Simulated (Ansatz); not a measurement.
CH5ClSi2, SMILES `Cl[SiH]1C[SiH2]1`. The species carries charge 0 and has multiplicity 1. Geometry: relaxed with PBE0-D4/def2-TZVP.

```xyz
9

Cl   -1.525    2.010   -1.329
Si   -0.894    0.775    0.182
C     0.926    0.319    0.176
Si   -0.063   -1.271   -0.208
H    -1.479    1.214    1.468
H     1.464    0.378    1.121
H     1.531    0.700   -0.646
H     0.089   -1.791   -1.586
H    -0.049   -2.335    0.823
```

Q: What is the dipole moment at B3LYP/def2-TZVPP? (An estimate is asked.)

A: Ansatz gave: 1.39 D, with components (0.84, -0.74, 0.83) D in this frame, pointing from negative to positive charge.

Q: And with PBE, r2SCAN, ωB97M-V? (An estimate is asked.)

A: Ansatz gave: PBE 1.35 D, r2SCAN 1.41 D, ωB97M-V 1.37 D.

Q: Give the Mulliken charges with B3LYP, r2SCAN, PBE in def2-TZVPP. (Estimate.)

A: The calculation gave: 
```json
{"atom": "Cl1", "B3LYP": "-0.24", "r2SCAN": "-0.24", "PBE": "-0.21"}
{"atom": "Si2", "B3LYP": "0.36", "r2SCAN": "0.38", "PBE": "0.30"}
{"atom": "C3", "B3LYP": "-0.36", "r2SCAN": "-0.35", "PBE": "-0.29"}
{"atom": "Si4", "B3LYP": "0.17", "r2SCAN": "0.18", "PBE": "0.11"}
{"atom": "H5", "B3LYP": "-0.05", "r2SCAN": "-0.06", "PBE": "-0.05"}
{"atom": "H6", "B3LYP": "0.11", "r2SCAN": "0.10", "PBE": "0.11"}
{"atom": "H7", "B3LYP": "0.12", "r2SCAN": "0.10", "PBE": "0.11"}
{"atom": "H8", "B3LYP": "-0.04", "r2SCAN": "-0.05", "PBE": "-0.03"}
{"atom": "H9", "B3LYP": "-0.05", "r2SCAN": "-0.06", "PBE": "-0.04"}
```

B3LYP here is the variant with VWN-RPA as its local correlation; programs differ in this.
